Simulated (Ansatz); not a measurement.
`BC[SiH2]Cl` + H₂ → `BC[SiH3]` + HCl  (hydrogenolysis of the Si–Cl bond)

Program: Ansatz. Geometries: PBE0-D4/def2-TZVP. ΔE: electronic, gas phase. CCSD(T)/CBS adds triple-zeta CCSD(T) − MP2 to the extrapolated MP2 energy (def2 sets, frozen cores). This one scheme is used for every species. Functionals use def2-TZVPP. Each species was taken in one conformer, which may not be the lowest.

```json
{"level": "r2SCAN", "ΔE (kcal/mol)": "19.4"}
{"level": "HF/def2-TZVPP", "ΔE (kcal/mol)": "16.3"}
{"level": "SCS-MP2/def2-TZVPP", "ΔE (kcal/mol)": "18.6"}
{"level": "CCSD/def2-TZVPP", "ΔE (kcal/mol)": "16.8"}
```

(1) What does CCSD(T)/CBS give? (Estimate.)

Largest T1 diagnostic among the species: 0.011.

Results:

(1) The calculation gave: +18.9 kcal/mol. The listed levels differ from it by 0.5, -2.6, -0.3, -2.1 kcal/mol.

Leaving LDA and LC-ωPBE aside and taking each functional with its dispersion term where it has one, the values, not all of them listed here, spread over 2.0 kcal/mol, from CAM-B3LYP-D4 to r2SCAN-D4. In def2-TZVPP, CCSD(T) changes the Hartree–Fock value by +1.2 kcal/mol (the triples alone add +0.7 kcal/mol) and MP2 by +3.7 kcal/mol.
